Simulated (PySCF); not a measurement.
PySCF 2.14 output of an unrestricted M06 calculation on a single atom or ion in x2c-QZVPPall with one added diffuse shell each of s, p, d, f, g type (12s8p6d4f3g, 121 functions), with scalar relativity by spin-free X2C-1e:

```
SCF conv_tol = 1e-09
number electrons alpha = 12  beta = 10
    Y. Zhao and D. G. Truhlar.,  Theor. Chem. Acc. 120, 215 (2008)
    Y. Zhao and D. G. Truhlar.,  Theor. Chem. Acc. 120, 215 (2008)
cycle= 1 E= -853.683532901736  delta_E= -0.0144  |g|= 0.0223  |ddm|= 0.612
cycle= 2 E= -853.683840862635  delta_E= -0.000308  |g|= 0.00553  |ddm|= 0.217
cycle= 3 E= -853.683856002506  delta_E= -1.51e-05  |g|= 0.00376  |ddm|= 0.0532
cycle= 4 E= -853.683859931465  delta_E= -3.93e-06  |g|= 0.000385  |ddm|= 0.011
cycle= 5 E= -853.683860038465  delta_E= -1.07e-07  |g|= 4.6e-05  |ddm|= 0.00746
cycle= 6 E= -853.683860040271  delta_E= -1.81e-09  |g|= 2.68e-06  |ddm|= 0.00092
cycle= 7 E= -853.68386004028  delta_E= -8.87e-12  |g|= 1.42e-06  |ddm|= 6.26e-05
converged SCF energy = -853.68386004028  <S^2> = 2.0011546  2S+1 = 3.0007696
```

The run itself started from symmetry-adapted Hartree-Fock orbitals and held the occupation by maximum overlap, on a logarithmic radial grid, so the iterations belong to that start.

**Question.** Which element, charge and spin multiplicity is this?

**Answer.** Ti (titanium, neutral), multiplicity 3; the state was [Ar] 3d2 4s2, high-spin 3F determinant.
